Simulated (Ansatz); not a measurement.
Two members of one family (BP nanocrystals, H-capped), computed with Ansatz in the gas phase. The two geometries come from different levels. Binding counts from free atoms in the multiplicity of their measured ground term, without zero-point energy. The structures are stationary points that may keep the symmetry of their start.

First: B4P4H14, cut from wurtzite (singlet, charge 0, PBE-D4/def2-SVP geometry).

```xyz
22

B     1.452    1.520   -0.503
P    -0.115    1.167   -1.640
B     1.382   -1.621    0.359
P     1.281    0.239    0.977
P    -0.192   -1.840   -0.802
B    -1.325   -0.248   -1.010
B    -0.323    0.573    2.058
P    -1.822    0.274    0.818
H     2.450    1.292   -1.172
H     1.360    2.672   -0.100
H     0.216    0.845   -2.992
H    -0.925    2.320   -1.875
H     2.375   -1.804   -0.332
H     1.260   -2.403    1.292
H     2.404    0.449    1.832
H     0.125   -2.287   -2.122
H    -1.057   -2.905   -0.405
H    -2.284   -0.427   -1.742
H    -0.376    1.740    2.423
H    -0.425   -0.247    2.960
H    -2.700    1.394    0.697
H    -2.762   -0.700    1.278
```

| level | HOMO (eV) | LUMO (eV) | gap (eV) | binding per atom (eV) |
| --- | --- | --- | --- | --- |
| PBE-D4/def2-SVP | -6.23 | -1.24 | 4.99 | 3.40 |
| PBE-D4/def2-TZVP | -6.35 | -1.53 | 4.81 | 3.39 |
| r2SCAN-D4/def2-TZVP | -6.57 | -1.32 | 5.25 | 3.37 |
| PBE0-D4/def2-SVP | -7.40 | -0.41 | 6.99 | 3.38 |
| PBE0-D4/def2-TZVP | -7.46 | -0.68 | 6.79 | 3.37 |

Second: B4P4H16, cut from zinc blende, disc (singlet, charge 0, r2SCAN-D4/def2-SVP geometry).

Cartesian coordinates in Å:
```
B 1.473 1.635 0.305
B 0.411 -2.175 0.198
B -0.454 0.187 -2.168
B -1.431 0.351 1.663
P 0.835 1.497 -1.528
P -0.034 -1.631 -1.616
P 0.036 1.630 1.616
P -0.837 -1.496 1.529
H 2.102 2.670 0.421
H 2.142 0.641 0.516
H 0.412 -3.391 0.251
H 1.494 -1.683 0.455
H -0.480 0.228 -3.384
H -1.520 0.469 -1.655
H -2.115 0.571 0.682
H -2.034 0.491 2.711
H 2.010 1.449 -2.322
H 0.330 2.750 -1.962
H 1.012 -2.153 -2.421
H -1.104 -2.419 -2.110
H 0.688 1.666 2.876
H -0.588 2.904 1.658
H -0.318 -1.931 2.774
H -2.031 -2.263 1.510
```

**Question.** Estimate how these quantities change from the first to the second (second minus first).

**Answer.** 
| level | Δ HOMO (eV) | Δ LUMO (eV) | Δ gap (eV) | Δ binding per atom (eV) |
| --- | --- | --- | --- | --- |
| PBE-D4/def2-SVP | -0.40 | 0.64 | 1.04 | -0.08 |
| PBE-D4/def2-TZVP | -0.38 | 0.55 | 0.93 | -0.07 |
| r2SCAN-D4/def2-TZVP | -0.40 | 0.58 | 0.98 | -0.06 |
| PBE0-D4/def2-SVP | -0.44 | 0.67 | 1.11 | -0.07 |
| PBE0-D4/def2-TZVP | -0.42 | 0.56 | 0.98 | -0.07 |
